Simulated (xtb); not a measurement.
xtb input (GFN2-xTB):

```bash
xtb mol.xyz --gfn 2 --ohess tight --chrg 1 --uhf 0
```
mol.xyz:
```
14

C     -1.47933207    -1.35543398    -0.01454000
N     -0.21571992    -0.80688773     0.55929049
C      0.89727546    -1.72869033     0.51725065
Ge     0.17862516     0.98426097    -0.25446259
H     -1.30986285    -1.58126677    -1.00345526
H     -1.70677875    -2.30501255     0.51756685
H     -2.32338885    -0.63089100     0.09235923
H     -0.40013503    -0.52936010     1.54668540
H      1.80494148    -1.31303700     1.03751762
H      0.63744012    -2.65861910     1.05266607
H      1.16674552    -1.98841813    -0.52305531
H      0.49402783     0.51720508    -1.72988763
H      1.40575732     1.45414900     0.46830574
H     -1.05773914     1.81437415    -0.03754398
```

End of the output:

```
optimized geometry written to: xtbopt.xyz

           -------------------------------------------------
          | TOTAL ENERGY              -13.802662097256 Eh   |
          | TOTAL ENTHALPY            -13.680079953353 Eh   |
          | TOTAL FREE ENERGY         -13.719158674734 Eh   |
          | GRADIENT NORM               0.000302819703 Eh/α |
          | HOMO-LUMO GAP               6.612904140609 eV   |
           -------------------------------------------------

------------------------------------------------------------------------
------------------------------------------------------------------------
 total:
 SCF:
 ANC optimizer:
 analytical hessian:
```

It need not be the lowest isomer of its formula.
